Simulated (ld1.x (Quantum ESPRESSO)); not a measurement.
## Cutoff test, arsenic, TM

ld1.x (Quantum ESPRESSO) 7.5 input, shortened:

```
&input
   title='As', zed=33., rel=2, dft='PBE', iswitch=3,
   config='[Ar] 3d10 4s2 4p3', rel_dist='average'
 /
 &inputp
   pseudotype=2, tm=.true., lloc=2,
   nlcc=.false.
 /
3
4S  1  0   2.00   0.00  1.70  1.70  0.0
4P  2  1   3.00   0.00  1.75  1.75  0.0
3D  3  2  10.00   0.00  1.25  1.25  0.0
 &test
   configts(1)='3d10 4s2 4p3'
 /
```

Open shells are filled in proportion to 2j + 1 (rel_dist='average').

The pseudo-atom Hamiltonian at the reference potential is diagonalised in spherical Bessel functions j_l(qr) that vanish at 20 bohr, with q² up to the cutoff. All-electron valence levels (Ry): 4s -1.0650, 4p1/2 -0.3953, 4p3/2 -0.3753, 3d3/2 -3.0185, 3d5/2 -2.9649.

Problem. How do the lowest levels (Ry) of each channel move with the cutoff, and are there ghosts?

Solution.

| cutoff (Ry) | s #1 | s #2 | s #3 | p1/2 #1 | p1/2 #2 | p1/2 #3 | p3/2 #1 | p3/2 #2 | p3/2 #3 | d3/2 #1 | d3/2 #2 | d5/2 #1 | d5/2 #2 | f #1 | Σ f·Δε (mRy) |
| --- | --- | --- | --- | --- | --- | --- | --- | --- | --- | --- | --- | --- | --- | --- | --- |
| 8 | -1.0553 | -0.0459 | 0.0607 | -0.3909 | 0.0252 | 0.1176 | -0.3711 | 0.0261 | 0.1192 | 0.0589 | 0.1318 | 0.0589 | 0.1318 | 0.1127 | 30483.7 |
| 15 | -2.0282 | -1.0527 | -0.0336 | -0.3929 | 0.0251 | 0.1175 | -0.3733 | 0.0261 | 0.1191 | 0.0579 | 0.1271 | 0.0579 | 0.1271 | 0.1127 | 30472.1 |
| 25 | -9.5571 | -1.0562 | -0.0348 | -0.3952 | 0.0251 | 0.1174 | -0.3752 | 0.0260 | 0.1191 | 0.0563 | 0.1206 | 0.0563 | 0.1206 | 0.1127 | 30443.6 |
| 35 | -15.7374 | -1.0624 | -0.0349 | -0.3955 | 0.0250 | 0.1173 | -0.3757 | 0.0259 | 0.1182 | 0.0512 | 0.1047 | 0.0512 | 0.1047 | 0.1127 | 30380.5 |
| 50 | -21.2620 | -1.0648 | -0.0349 | -2.2617 | -0.3953 | 0.0252 | -3.0187 | -0.3753 | 0.0261 | -0.2597 | 0.0647 | -0.2597 | 0.0647 | 0.1127 | 27265.8 |
| 70 | -24.0203 | -1.0649 | -0.0350 | -5.1029 | -0.3953 | 0.0251 | -5.8296 | -0.3753 | 0.0261 | -1.4411 | 0.0617 | -1.4411 | 0.0617 | 0.1127 | 15451.6 |
| 100 | -25.1713 | -1.0650 | -0.0350 | -7.2524 | -0.3953 | 0.0251 | -7.9170 | -0.3753 | 0.0261 | -2.5869 | 0.0610 | -2.5869 | 0.0610 | 0.1127 | 3993.6 |
| 140 | -25.3182 | -1.0650 | -0.0350 | -7.7946 | -0.3953 | 0.0251 | -8.4317 | -0.3753 | 0.0261 | -2.9577 | 0.0608 | -2.9577 | 0.0608 | 0.1127 | 285.6 |
| 180 | -25.3200 | -1.0650 | -0.0350 | -7.8246 | -0.3953 | 0.0251 | -8.4591 | -0.3753 | 0.0261 | -2.9849 | 0.0608 | -2.9849 | 0.0608 | 0.1127 | 13.5 |
| 260 | -25.3236 | -1.0650 | -0.0350 | -7.8262 | -0.3953 | 0.0251 | -8.4608 | -0.3753 | 0.0261 | -2.9857 | 0.0608 | -2.9857 | 0.0608 | 0.1127 | 5.0 |
| 400 | -25.3245 | -1.0650 | -0.0350 | -7.8271 | -0.3953 | 0.0251 | -8.4617 | -0.3753 | 0.0261 | -2.9862 | 0.0608 | -2.9862 | 0.0608 | 0.1127 | 0.0 |

Result: ghost states, extra bound levels that the all-electron valence spectrum of the same l lacks: s at -344.6 eV, p3/2 at -115.1 eV, p1/2 at -106.5 eV (a true bound ghost makes a file unfit for plane-wave use); 10 mRy is reached at 200 Ry and 1 mRy at over 300 Ry.

Note: ghost states, extra bound levels that the all-electron valence spectrum of the same l lacks: s at -344.6 eV, p3/2 at -115.1 eV, p1/2 at -106.5 eV. A true bound ghost makes a file unfit for plane-wave use. The potential misses its own reference levels by up to 0.4 eV. 1 of 7 tests not solved or not reliable.
